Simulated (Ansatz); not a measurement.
Stepwise reaction of `BNC` with hydrogen fluoride, as a gas-phase model of exchange steps in deposition or etching. ΔE in kJ/mol; ΔG adds harmonic PBE0-D4 terms to CCSD(T)/CBS, at 1 bar.

Isolated molecules relaxed with PBE0-D4/def2-TZVP in Ansatz; ΔE leaves out vibrations. CCSD(T)/CBS adds triple-zeta CCSD(T) − MP2 to the extrapolated MP2 energy (def2 sets, frozen cores). This one scheme is used for every species. Functionals use def2-TZVPP. B3LYP here is the variant with VWN-RPA as its local correlation; programs differ in this. One conformer a species, not always the lowest.

```
step                   reaction  PBE-D4  B3LYP-D4  ωB97M-V  CCSD(T)/CBS  ΔG(500 K)
   1  `BNC` + H–F → `CNBF` + H₂  -111.4    -116.0   -115.2       -107.6     -109.3
```

Q: Give the row of step 2, `CNBF` + H–F → `CNB(F)F` + H₂. (Best estimate.)

A: Ansatz gave: 
```
step                       reaction  PBE-D4  B3LYP-D4  ωB97M-V  CCSD(T)/CBS  ΔG(500 K)
   2  `CNBF` + H–F → `CNB(F)F` + H₂  -114.4    -120.3   -120.3       -113.3     -114.6
```

Q: By hand: ΔE of the 2 steps together at CCSD(T)/CBS.

A: (-107.6) + (-113.3) = -220.9 kJ/mol, or -110.4 kJ/mol a step.

In ΔE each step is lower than the one before. All are downhill at CCSD(T)/CBS. ΔG lies between -114.6 and -109.3 kJ/mol a step. PBE-D4 differs from CCSD(T)/CBS by -3.8 to -1.1 kJ/mol a step. Isolated molecules leave out the surface, adducts and barriers. Largest T1 diagnostic: 0.012.
